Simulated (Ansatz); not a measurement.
System: B₂H₆ (charge -2, singlet). It need not be the lowest isomer of its formula. 
Structure (B3LYP-D3(BJ)/def2-TZVP (Ansatz, a program for electronic structure) minimum search):
```
B
H 1 1.2675
H 1 1.2675 2 105.45
H 1 1.2675 2 105.45 3 -111.30
B 1 1.8134 2 113.24 3 124.35
H 5 1.2675 1 113.24 2 -180.00
H 5 1.2675 6 105.45 1 124.35
H 5 1.2675 6 105.45 7 111.30
```
Charge -2, spin multiplicity 1.

Basis-set convergence of Hartree-Fock and CCSD(T) correlation energies (hartree) with Ansatz. Cores are frozen in the correlated levels unless marked. Spin-orbit coupling is left out. Non-relativistic. This anion needs diffuse functions, which these sets lack.

```json
[
 {"basis": "cc-pVDZ", "functions": "-", "E(HF)": "-52.59287", "E(corr, CCSD(T))": "-0.30592"},
 {"basis": "cc-pVTZ", "functions": "144", "E(HF)": "…", "E(corr, CCSD(T))": "…"}
]
```

### Question
Complete the blanks.

### Answer

- cc-pVTZ, E(HF): -52.62112
- cc-pVTZ, E(corr, CCSD(T)): -0.36172
